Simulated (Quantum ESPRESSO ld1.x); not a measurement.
Species: S I. Configuration: [Ne] 3s2 3p4.

All-electron calculation, Dirac Kohn-Sham, revPBE, spin-unpolarised, spherical densities, point nucleus; open shells are shared between the two j in proportion to 2j + 1. Program: ld1.x of Quantum ESPRESSO 7.5.

Energy parts (hartree):
part                    energy
total                 -399.149
kinetic                400.912
electron-nucleus      -951.797
Hartree                177.314
exchange-correlation   -25.578

Orbitals (lengths in bohr, moments of r in powers of bohr; r(max) is where P^2 peaks):
orbital     occ.  eigenvalue (hartree)      <r^4>   <1/r>   r(max)  small-component weight
1s1/2          2              -88.4236  0.0004121   15.67  0.06327                3.24e-03
2s1/2          2              -7.78287     0.1350   3.070   0.3882                4.93e-04
2p1/2          2              -5.77948     0.1278   2.973   0.3249                4.71e-04
2p3/2          4              -5.73310     0.1302   2.953   0.3266                4.68e-04
3s1/2          2              -0.63324      19.09  0.8106    1.415                7.19e-05
3p1/2    1.33333              -0.25845      52.14  0.6619    1.604                5.09e-05
3p3/2    2.66667              -0.25540      53.20  0.6584    1.611                5.05e-05

The highest occupied level is 3p3/2 at -6.950 eV. Summed over all electrons, <r^2> = 29.41 bohr^2, which gives a Langevin (diamagnetic) susceptibility term of -23.3 x 10^-6 cm^3/mol.
